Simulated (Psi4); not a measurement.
GeI2 (SMILES [I][Ge][I]), singlet, geometry from GFN2-xTB (core potentials on I); BHHLYP/def2-SVPD run with Psi4 1.11.

Psi4 was given this input:
```
memory 2 GB

molecule {
0 1
Ge    0.00153259   -0.00969248    1.22657057
I     1.01567043   -1.73555606   -0.38529276
I    -1.01659577    1.74140812   -0.35527815
}

set {
  basis def2-svpd
}

energy('bhhlyp')
print_variables()
```

The log (banner, timings and long lists left out):

```
   => Loading Basis Set <=

    Name: DEF2-SVPD
    Role: ORBITAL
    Keyword: BASIS

    !!!  WARNING: ECP capability is in beta. Please check occupations closely.  !!!

         ---------------------------------------------------------
                                   SCF
               by Justin Turney, Rob Parrish, Andy Simmonett
                          and Daniel G. A. Smith
                              RKS Reference
         ---------------------------------------------------------

  ==> Geometry <==

    Molecular point group: c2v
    Full point group: C2v

    Geometry (in Angstrom), charge = 0, multiplicity = 1:

       Center              X                  Y                   Z               Mass
    ------------   -----------------  -----------------  -----------------  -----------------
         GE           0.000000000000     0.000000000000     1.236716690348    73.921177761000
         I            0.000000000000    -2.013720852891    -0.360190436706   126.904471900000
         I           -0.000000000000     2.013720852891    -0.360190436706   126.904471900000

  Running in c2v symmetry.

  Rotational constants: A =      0.11547  B =      0.01638  C =      0.01434 [cm^-1]
  Rotational constants: A =   3461.77184  B =    491.03420  C =    430.03587 [MHz]
  Nuclear repulsion =  411.562320437818073

  Charge       = 0
  Multiplicity = 1
  Electrons    = 82
  Nalpha       = 41
  Nbeta        = 41

  ==> Algorithm <==

  SCF Algorithm Type is DF.
  DIIS enabled.
  MOM disabled.
  Fractional occupation disabled.
  Guess Type is SAD.
  Energy threshold   = 1.00e-06
  Density threshold  = 1.00e-06
  Integral threshold = 1.00e-12

  ==> Primary Basis <==

  Basis Set: DEF2-SVPD
    Blend: DEF2-SVPD
    Number of shells: 40
    Number of basis functions: 108
    Number of Cartesian functions: 118
    Spherical Harmonics?: true
    Max angular momentum: 2

  Core potential: DEF2-SVPD
    Number of shells: 8
    Number of ECP primitives: 58
    Number of ECP core electrons: 56
    Max angular momentum: 3

  ==> DFT Potential <==

   => LibXC <=

    Version 7.1.2
    S. Lehtola, C. Steigemann, M. J. T. Oliveira, and M. A. L. Marques,  SoftwareX 7, 1–5 (2018) (10.1016/j.softx.2017.11.002)

   => Composite Functional: BHANDHLYP <=

    BHandHLYP Hyb-GGA Exchange-Correlation Functional

    A. D. Becke,  J. Chem. Phys. 98, 1372 (1993) (10.1063/1.464304)
    Defined through Gaussian implementation.

    Deriv               =              1
    GGA                 =           TRUE
    Meta                =          FALSE

    Exchange Hybrid     =           TRUE
    MP2 Hybrid          =          FALSE

   => Exchange Functionals <=

    0.5000         Becke 88

   => Exact (HF) Exchange <=

    0.5000               HF

   => Correlation Functionals <=

    1.0000   Lee, Yang & Parr

   => LibXC Density Thresholds  <==

    XC_HYB_GGA_XC_BHANDHLYP:  1.00E-15

   => Molecular Quadrature <=

    Radial Scheme          =       TREUTLER
    Pruning Scheme         =           NONE
    Nuclear Scheme         =       TREUTLER

    Blocking Scheme        =         OCTREE
    BS radius alpha        =              1
    Pruning alpha          =              1
    Radial Points          =             75
    Spherical Points       =            302
    Total Points           =          65630
    Total Blocks           =            622
    Max Points             =            255
    Max Functions          =            104
    Weights Tolerance      =       1.00E-15

   => Loading Basis Set <=

    Name: (DEF2-SVPD AUX)
    Role: JKFIT
    Keyword: DF_BASIS_SCF

  ==> Integral Setup <==

  SCF_SUBTYPE=INCORE selected. In-core MEM_DF algorithm will be used.
  Using in-core AOs.

  ==> MemDFJK: Density-Fitted J/K Matrices <==

    J tasked:                   Yes
    K tasked:                   Yes
    wK tasked:                   No
    Algorithm:                 Core
    Schwarz Cutoff:           1E-12
    Mask sparsity (%):       2.5549
    Fitting Condition:        1E-10

   => Auxiliary Basis Set <=

  Basis Set: (DEF2-SVPD AUX)
    Blend: DEF2-UNIVERSAL-JKFIT
    Number of shells: 152
    Number of basis functions: 702
    Number of Cartesian functions: 989
    Spherical Harmonics?: true
    Max angular momentum: 5

  Minimum eigenvalue in the overlap matrix is 3.1331900193E-03.
  Reciprocal condition number of the overlap matrix is 6.0683963001E-04.
    Using symmetric orthogonalization.

  ==> Pre-Iterations <==

  SCF Guess: Superposition of Atomic Densities via on-the-fly atomic UHF (no occupation information).

   -------------------------
    Irrep   Nso     Nmo
   -------------------------
     A1        42      42
     A2        15      15
     B1        19      19
     B2        32      32
   -------------------------
    Total     108     108
   -------------------------

  ==> Iterations <==

                           Total Energy        Delta E     RMS |[F,P]|

   @DF-RKS iter SAD: -2663.77436191584229   -2.66377e+03   0.00000e+00
   @DF-RKS iter   1: -2670.68932053974459   -6.91496e+00   3.97054e-02 ADIIS/DIIS
   @DF-RKS iter   2: -2671.02934378993632   -3.40023e-01   4.23228e-02 ADIIS/DIIS
   @DF-RKS iter   3: -2672.09868114479650   -1.06934e+00   3.48263e-03 ADIIS/DIIS
   @DF-RKS iter   4: -2672.10547179769856   -6.79065e-03   1.38376e-03 ADIIS/DIIS
   @DF-RKS iter   5: -2672.10876158745214   -3.28979e-03   3.28687e-04 ADIIS/DIIS
   @DF-RKS iter   6: -2672.10907269169593   -3.11104e-04   2.88462e-05 DIIS
   @DF-RKS iter   7: -2672.10907620773150   -3.51604e-06   7.46431e-06 DIIS
   @DF-RKS iter   8: -2672.10907643714336   -2.29412e-07   2.58126e-06 DIIS
   @DF-RKS iter   9: -2672.10907646647820   -2.93348e-08   7.01076e-07 DIIS
  Energy and wave function converged.

  ==> Post-Iterations <==

   Electrons on quadrature grid:
      Ntotal   =   81.9999728241 ; deviation = -2.718e-05

    Orbital Energies [Eh]
    ---------------------

    Doubly Occupied:

       1A1  -401.262441     2A1   -50.739615     1B1   -45.108945
       1B2   -45.107865     3A1   -45.107415     2B2    -7.192259
       4A1    -7.192259     5A1    -6.661068     3B2    -5.150702
       6A1    -5.150702     1A2    -5.144430     2B1    -5.144430
       4B2    -5.141913     7A1    -5.141912     3B1    -4.760823
       5B2    -4.757329     8A1    -4.755213     9A1    -2.066401
       6B2    -2.066385     2A2    -2.064467     4B1    -2.064463
      10A1    -2.062237     7B2    -2.062222     3A2    -2.056485
       5B1    -2.056475     8B2    -2.056299    11A1    -2.056293
      12A1    -1.450030     4A2    -1.448970     6B1    -1.446973
       9B2    -1.445164    13A1    -1.443641    14A1    -0.799844
      10B2    -0.775443    15A1    -0.563876    11B2    -0.388858
      16A1    -0.357486     7B1    -0.345825     5A2    -0.320177
      12B2    -0.308754    17A1    -0.299903

    Virtual:

       8B1    -0.097644    18A1    -0.031601    13B2    -0.010880
      19A1     0.029448    14B2     0.047178    20A1     0.050388
       9B1     0.051713    15B2     0.062947    21A1     0.063505
       6A2     0.070962    10B1     0.098451    22A1     0.110209
      16B2     0.116199     7A2     0.117191    23A1     0.122916
      24A1     0.147381    17B2     0.156703    11B1     0.165988
      25A1     0.183040    12B1     0.185099     8A2     0.196691
      18B2     0.211521    19B2     0.222228    26A1     0.235561
      20B2     0.248795     9A2     0.249750    27A1     0.269604
      28A1     0.387995    21B2     0.472766    13B1     0.473322
      29A1     0.496271    10A2     0.509467    30A1     0.510706
      14B1     0.525366    31A1     0.576725    11A2     0.600817
      32A1     0.604109    15B1     0.605647    22B2     0.608186
      23B2     0.631219    33A1     0.644482    24B2     0.649560
      16B1     0.655528    34A1     0.658140    25B2     0.664718
      12A2     0.677909    17B1     0.689231    26B2     0.690224
      35A1     0.738419    13A2     0.741478    27B2     0.789121
      36A1     0.802559    37A1     0.969957    28B2     1.018265
      18B1     2.530661    14A2     2.544932    38A1     2.554989
      39A1     2.608815    29B2     2.711570    19B1    19.014259
      40A1    19.042379    15A2    19.043379    30B2    19.072771
      41A1    19.421883    31B2    19.508263    42A1    56.325571
      32B2    56.378923

    Final Occupation by Irrep:
             A1    A2    B1    B2
    DOCC [    17,    5,    7,   12 ]
    NA   [    17,    5,    7,   12 ]
    NB   [    17,    5,    7,   12 ]

  @DF-RKS Final Energy: -2672.10907646647820

   => Energetics <=

    Nuclear Repulsion Energy =            411.5623204378180731
    One-Electron Energy =               -4751.4100030075915129
    Two-Electron Energy =                1731.2691067250848391
    DFT Exchange-Correlation Energy =     -63.5305006217894146
    Empirical Dispersion Energy =           0.0000000000000000
    VV10 Nonlocal Energy =                  0.0000000000000000
    Total Energy =                      -2672.1090764664782000

Computation Completed

Properties will be evaluated at   0.000000,   0.000000,   0.000000 [a0]

Properties computed using the SCF density matrix

 Multipole Moments:

 ------------------------------------------------------------------------------------
     Multipole            Electronic (a.u.)      Nuclear  (a.u.)        Total (a.u.)
 ------------------------------------------------------------------------------------

 L = 1.  Multiply by 2.5417464519 to convert [e a0] to [Debye]
 Dipole X            :          0.0000000            0.0000000            0.0000000
 Dipole Y            :          0.0000000            0.0000000            0.0000000
 Dipole Z            :        -40.1108121           40.7527229            0.6419109
 Magnitude           :                                                    0.6419109

 ------------------------------------------------------------------------------------

  Variable Map:
  ----------------------------------------------------------------------------
  "CURRENT ENERGY"              =>   -2672.109076466478
  "CURRENT REFERENCE ENERGY"    =>   -2672.109076466478
  "DD SOLVATION ENERGY"         =>       0.000000000000
  "DFT FUNCTIONAL TOTAL ENERGY" =>   -2672.109076466478
  "DFT TOTAL ENERGY"            =>   -2672.109076466478
  "DFT VV10 ENERGY"             =>       0.000000000000
  "DFT XC ENERGY"               =>     -63.530500621789
  "GRID ELECTRONS ALPHA"        =>      40.999986412040
  "GRID ELECTRONS BETA"         =>      40.999986412040
  "GRID ELECTRONS TOTAL"        =>      81.999972824080
  "NUCLEAR REPULSION ENERGY"    =>     411.562320437818
  "ONE-ELECTRON ENERGY"         =>   -4751.410003007592
  "PCM POLARIZATION ENERGY"     =>       0.000000000000
  "PE ENERGY"                   =>       0.000000000000
  "SCF ITERATION ENERGY"        =>   -2672.109076466478
  "SCF ITERATIONS"              =>       9.000000000000
  "SCF TOTAL ENERGY"            =>   -2672.109076466478
  "TWO-ELECTRON ENERGY"         =>    1731.269106725085
  "XC GRID RADIAL POINTS"       =>      75.000000000000
  "XC GRID SPHERICAL POINTS"    =>     302.000000000000
  "XC GRID TOTAL POINTS"        =>   65630.000000000000

  Array Variable Map:
  ----------------------------------------------------------------------------
  "CURRENT DIPOLE"              =>       0.000000000000 ... 0.641910859134 1 by 3
  "SCF DIPOLE"                  =>       0.000000000000 ... 0.641910859134 1 by 3
  "SCF TOTAL ENERGIES"          =>   -2663.774361915842 ... -2672.109076466478 1 by 10
```
